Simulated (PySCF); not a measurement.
# Relaxation of doublet H₃MoO

All numbers come from PySCF, UPBE0, basis Mo def2-TZVP with ECP28, O def2-TZVP, H def2-TZVP (scalar-relativistic core potentials, no spin–orbit coupling, density fitting). A (50,194) grid was used.

A start displaced from a saddle point along its imaginary mode, of Cs symmetry, held to at least that symmetry:

```xyz
5
charge 0 multiplicity 2, angstrom
Mo    0.0000    0.1966   -0.0028
O     0.0000   -1.4716    0.0090
H     1.4815    1.0553    0.0027
H     0.0000    2.1487    0.1200
H    -1.4815    1.0553    0.0027
```

Question: What forces act on the atoms at the start (eV/Å)?

Answer: 
```csv
atom,Fx,Fy,Fz
Mo1,0.00,0.05,-0.37
O2,0.00,0.02,0.20
H3,0.00,-0.01,0.00
H4,0.00,-0.06,0.16
H5,0.00,-0.01,0.00
```

Question: What does it relax to?

Answer: It ends at Cs with Mo–H 1.674 Å, Mo–H 1.723 Å (×2), Mo–O 1.645 Å; H–Mo–H 96.6° (×2), H–Mo–H 125.7°, H–Mo–O 96.8°, H–Mo–O 115.1° (×2). No frequency check is given, so it may be a saddle point.

Question: How much energy is released, and in how many steps?

Answer: 205.9 kJ/mol in 18 steps.

Open d and f shells are described by one determinant, and the ground state may have another occupation or spin.

The relaxation took 28 s on 4 threads of a shared Arm Neoverse V2 host, with 89 basis functions and 19 gradients; the process peaked at 1.3 GiB.
